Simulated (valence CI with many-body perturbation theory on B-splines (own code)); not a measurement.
Tl⁷⁴⁺: electric-dipole lines

Computed by relativistic CI+MBPT: five valence electrons over a frozen Dirac-Fock core [He], radial functions for each j: 9 s, 9 p, 8 d, 6 f, 3 g, 1 h, with the one-electron correlation potential Σ1, the two-electron term Σ2, the three-electron term Σ3, Breit, model QED; selected CI, second order for the rest (own B-spline code, finite nucleus).

No measured spectrum was set against this ion. As an estimate, large intervals hold to a few tenths of a per cent, small ones and those within an open d or f shell to about a per cent. Among the levels kept, up to 1200 cm⁻¹ of a level comes from second order outside the variational space, and about a tenth of that is noise between levels of different J, which matters for small intervals.

Lines 101 to 150 of 271 in falling wavelength, among levels below 14118 eV, chosen from the strongest by gf and those to the six lowest levels. Wavelengths and rates use the calculated energies. Electric multipoles are in the length gauge, E1 and E2 with the static RPA response of the core. Weak lines are less certain than strong ones. Lines between different terms over intervals too small for the method are left out, as are lines whose strength nearly cancels. The highest levels of a list are the least certain.

Levels are named by their leading jj configuration (3d3/2^4 stands for four electrons in 3d with j = 3/2), which in mixed levels can hold well under half, so a name can repeat and another be missing. Letters in brackets count levels of one name in rising energy.

| λ vac (Å) | Upper | Lower | A (s⁻¹) | log gf | Branch % |
| --- | --- | --- | --- | --- | --- |
| 4.768 | (2s 2p1/2^2 2p3/2 3p3/2) J=5/2 [b] | (2s^2 2p1/2^2 3p3/2) J=3/2 | 2.98e+13 | -0.22 | 8.2 |
| 4.766 | (2s 2p1/2 2p3/2^3) J=3/2 [b] | (2s^2 2p1/2 2p3/2^2) J=1/2 | 1.47e+13 | -0.70 | 25.3 |
| 4.765 | (2s 2p1/2 2p3/2^3) J=5/2 | (2s^2 2p1/2 2p3/2^2) J=3/2 | 1.46e+12 | -1.53 | 6.1 |
| 4.764 | (2p1/2 2p3/2^4) J=1/2 | (2s 2p1/2 2p3/2^3) J=3/2 [b] | 6.36e+13 | -0.36 | 66.5 |
| 4.758 | (2p1/2^2 2p3/2^3) J=3/2 | (2s 2p1/2^2 2p3/2^2) J=3/2 | 4.66e+13 | -0.20 | 65.6 |
| 4.758 | (2s 2p1/2^2 2p3/2 3d3/2) J=3/2 [b] | (2s^2 2p1/2^2 3d3/2) J=3/2 | 3.01e+13 | -0.39 | 10.8 |
| 4.756 | (2p1/2^2 2p3/2^3) J=3/2 | (2s 2p1/2^2 2p3/2^2) J=1/2 | 1.10e+13 | -0.83 | 15.5 |
| 4.752 | (2p1/2 2p3/2^4) J=1/2 | (2s 2p1/2 2p3/2^3) J=1/2 | 3.05e+13 | -0.69 | 31.9 |
| 4.749 | (2s 2p1/2^2 2p3/2 3d3/2) J=5/2 [b] | (2s^2 2p1/2^2 3d3/2) J=3/2 | 2.75e+13 | -0.25 | 18.7 |
| 4.749 | (2s 2p1/2^2 2p3/2 3s) J=1/2 | (2s^2 2p1/2^2 3s) J=1/2 | 3.16e+13 | -0.67 | 6.9 |
| 4.749 | (2s 2p1/2^2 2p3/2 3p1/2) J=1/2 | (2s^2 2p1/2^2 3p1/2) J=1/2 | 3.20e+13 | -0.67 | 4.0 |
| 4.748 | (2s 2p3/2^4) J=1/2 | (2s^2 2p3/2^3) J=3/2 | 4.91e+13 | -0.48 | 99.0 |
| 4.747 | (2s 2p1/2^2 2p3/2 3p1/2) J=3/2 [b] | (2s^2 2p1/2^2 3p1/2) J=1/2 | 3.11e+13 | -0.38 | 5.8 |
| 4.731 | (2s 2p1/2^2 2p3/2 3p3/2) J=3/2 [b] | (2s^2 2p1/2^2 3p3/2) J=3/2 | 3.04e+13 | -0.39 | 9.6 |
| 4.730 | (2s 2p1/2^2 2p3/2 3d3/2) J=1/2 [b] | (2s^2 2p1/2^2 3d3/2) J=3/2 | 3.24e+13 | -0.66 | 6.8 |
| 4.730 | (2s 2p1/2^2 2p3/2 3s) J=3/2 [b] | (2s^2 2p1/2^2 3s) J=1/2 | 2.94e+13 | -0.40 | 13.7 |
| 4.721 | (2s 2p1/2^2 2p3/2 3p3/2) J=1/2 [b] | (2s^2 2p1/2^2 3p3/2) J=3/2 | 2.99e+13 | -0.70 | 51.0 |
| 4.683 | (2s 2p1/2^2 2p3/2^2) J=1/2 | (2s^2 2p1/2^2 2p3/2) J=3/2 | 2.57e+13 | -0.77 | 99.7 |
| 4.680 | (2s 2p1/2^2 2p3/2^2) J=3/2 | (2s^2 2p1/2^2 2p3/2) J=3/2 | 4.85e+13 | -0.20 | 99.7 |
| 4.655 | (2s 2p1/2 2p3/2^3) J=3/2 [b] | (2s^2 2p1/2 2p3/2^2) J=5/2 | 4.13e+13 | -0.27 | 71.1 |
| 4.627 | (2s 2p1/2 2p3/2^3) J=1/2 | (2s^2 2p1/2 2p3/2^2) J=3/2 | 4.26e+13 | -0.56 | 72.6 |
| 4.616 | (2s 2p1/2 2p3/2^3) J=3/2 [b] | (2s^2 2p1/2 2p3/2^2) J=3/2 | 1.93e+12 | -1.61 | 3.3 |
| 4.545 | (2p1/2^2 2p3/2^3) J=3/2 | (2s 2p1/2^2 2p3/2^2) J=5/2 | 1.30e+13 | -0.79 | 18.4 |
| 2.647 | (2s 2p1/2 2p3/2^3) J=3/2 [a] | (2s^2 2p1/2^2 2p3/2) J=3/2 | 3.08e+10 | -3.89 | 0.1 |
| 2.623 | (2s 2p1/2 2p3/2^3) J=5/2 | (2s^2 2p1/2^2 2p3/2) J=3/2 | 3.55e+09 | -4.66 | 0.0 |
| 2.580 | (2s 2p1/2 2p3/2^3) J=1/2 | (2s^2 2p1/2^2 2p3/2) J=3/2 | 1.38e+11 | -3.56 | 0.2 |
| 2.577 | (2s 2p1/2 2p3/2^3) J=3/2 [b] | (2s^2 2p1/2^2 2p3/2) J=3/2 | 7.82e+10 | -3.51 | 0.1 |
| 2.569 | (2s 2p3/2^4) J=1/2 | (2s^2 2p1/2 2p3/2^2) J=3/2 | 1.82e+11 | -3.44 | 0.4 |
| 1.545 | (2s^2 2p1/2^2 3p1/2) J=1/2 | (2s 2p1/2^2 2p3/2^2) J=1/2 | 7.40e+10 | -4.28 | 1.5 |
| 1.486 | (2s^2 2p1/2^2 3s) J=1/2 | (2s^2 2p1/2 2p3/2^2) J=1/2 | 1.82e+10 | -4.92 | 0.0 |
| 1.430 | (2s^2 2p1/2^2 3p3/2) J=3/2 | (2s 2p1/2^2 2p3/2^2) J=1/2 | 2.32e+10 | -4.55 | 0.4 |
| 1.410 | (2s^2 2p1/2^2 3p3/2) J=3/2 | (2s 2p1/2^2 2p3/2^2) J=5/2 | 1.27e+11 | -3.82 | 2.0 |
| 1.347 | (2s^2 2p1/2^2 3d3/2) J=3/2 | (2s^2 2p1/2 2p3/2^2) J=1/2 | 3.21e+10 | -4.46 | 0.0 |
| 1.338 | (2s^2 2p1/2^2 3d3/2) J=3/2 | (2s^2 2p1/2 2p3/2^2) J=5/2 | 3.51e+09 | -5.42 | 0.0 |
| 1.334 | (2s^2 2p1/2^2 3d3/2) J=3/2 | (2s^2 2p1/2 2p3/2^2) J=3/2 | 7.42e+10 | -4.10 | 0.0 |
| 1.313 | (2s^2 2p1/2^2 3d5/2) J=5/2 | (2s^2 2p1/2 2p3/2^2) J=5/2 | 8.56e+09 | -4.88 | 0.0 |
| 1.310 | (2s^2 2p1/2^2 3d5/2) J=5/2 | (2s^2 2p1/2 2p3/2^2) J=3/2 | 4.48e+09 | -5.16 | 0.0 |
| 1.219 | (2s^2 2p1/2 2p3/2 3p1/2) J=1/2 | (2s 2p1/2^2 2p3/2^2) J=1/2 | 1.11e+10 | -5.31 | 0.4 |
| 1.218 | (2s^2 2p1/2 2p3/2 3p1/2) J=3/2 [a] | (2s 2p1/2^2 2p3/2^2) J=1/2 | 8.11e+10 | -4.14 | 2.2 |
| 1.211 | (2s^2 2p1/2 2p3/2 3p1/2) J=3/2 [b] | (2s 2p1/2^2 2p3/2^2) J=1/2 | 7.76e+11 | -3.17 | 10.7 |
| 1.204 | (2s^2 2p1/2 2p3/2 3p1/2) J=3/2 [a] | (2s 2p1/2^2 2p3/2^2) J=5/2 | 2.89e+10 | -4.60 | 0.8 |
| 1.202 | (2s^2 2p1/2 2p3/2 3p1/2) J=5/2 | (2s 2p1/2^2 2p3/2^2) J=5/2 | 2.83e+11 | -3.43 | 5.9 |
| 1.197 | (2s^2 2p1/2 2p3/2 3p1/2) J=3/2 [b] | (2s 2p1/2^2 2p3/2^2) J=5/2 | 9.73e+11 | -3.08 | 13.4 |
| 1.188 | (2s 2p1/2^2 2p3/2 3s) J=3/2 [a] | (2s 2p1/2^2 2p3/2^2) J=1/2 | 1.19e+14 | -1.00 | 28.1 |
| 1.182 | (2s^2 2p1/2 2p3/2 3s) J=3/2 [a] | (2s^2 2p1/2 2p3/2^2) J=1/2 | 1.08e+12 | -3.04 | 0.5 |
| 1.181 | (2s^2 2p1/2 2p3/2 3s) J=1/2 | (2s^2 2p1/2 2p3/2^2) J=1/2 | 1.24e+14 | -1.28 | 25.0 |
| 1.179 | (2s 2p1/2^2 2p3/2 3s) J=1/2 | (2s 2p1/2^2 2p3/2^2) J=3/2 | 2.97e+14 | -0.91 | 64.9 |
| 1.179 | (2s 2p1/2^2 2p3/2 3s) J=1/2 | (2s 2p1/2^2 2p3/2^2) J=1/2 | 1.29e+14 | -1.27 | 28.2 |
| 1.179 | (2s^2 2p1/2 2p3/2 3s) J=3/2 [b] | (2s^2 2p1/2 2p3/2^2) J=1/2 | 1.23e+14 | -0.99 | 26.2 |
| 1.178 | (2s 2p1/2^2 2p3/2 3s) J=3/2 [b] | (2s 2p1/2^2 2p3/2^2) J=3/2 | 1.58e+14 | -0.88 | 73.6 |

Task: How does gf follow from A for the line at 4.683 Å?

Result: gf = 1.4992 × (2J+1)_upper × A / σ², with σ = 21355845 cm⁻¹ and 2J+1 = 2: gf = 0.169.
